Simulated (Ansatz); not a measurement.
Mulliken charges of B$_{2}$Br$_{2}$Cl$_{2}$H$_{2}$ (`Cl[B@H-]1[Br+][B@H-](Cl)[Br+]1`) from ωB97M-V/def2-TZVPP in Ansatz (PBE0-D4/def2-TZVP geometry).

```json
{"atom": "Cl1", "x (Å)": "0.654", "y (Å)": "0.005", "z (Å)": "2.588", "charge (e)": "-0.090"}
{"atom": "B2", "x (Å)": "1.045", "y (Å)": "0.379", "z (Å)": "0.909", "charge (e)": "-0.147"}
{"atom": "Br3", "x (Å)": "-0.485", "y (Å)": "1.509", "z (Å)": "-0.041", "charge (e)": "0.120"}
{"atom": "B4", "x (Å)": "-1.011", "y (Å)": "-0.365", "z (Å)": "-0.896", "charge (e)": "-0.145"}
{"atom": "Cl5", "x (Å)": "-1.250", "y (Å)": "-0.275", "z (Å)": "-2.637", "charge (e)": "-0.092"}
{"atom": "Br6", "x (Å)": "0.819", "y (Å)": "-1.307", "z (Å)": "-0.365", "charge (e)": "0.120"}
{"atom": "H7", "x (Å)": "2.084", "y (Å)": "0.889", "z (Å)": "0.653", "charge (e)": "0.116"}
{"atom": "H8", "x (Å)": "-1.856", "y (Å)": "-0.835", "z (Å)": "-0.211", "charge (e)": "0.117"}
```

By hand: the dipole of these point charges (1 e Å = 4.8032 D).

Σ q r = (0.114, 0.052, 0.008) e Å, of length 0.126 e Å = 0.61 D.

How does the dipole of the full density compare? (Best estimate.)

Computed: (0.073, 0.038, -0.035) e Å, 0.43 D; the point charges give 1.42 times that, at 27° from its direction.

Point charges leave out the atoms' own dipoles, such as those of lone pairs, and Mulliken's split depends on the basis, so the two needn't agree.
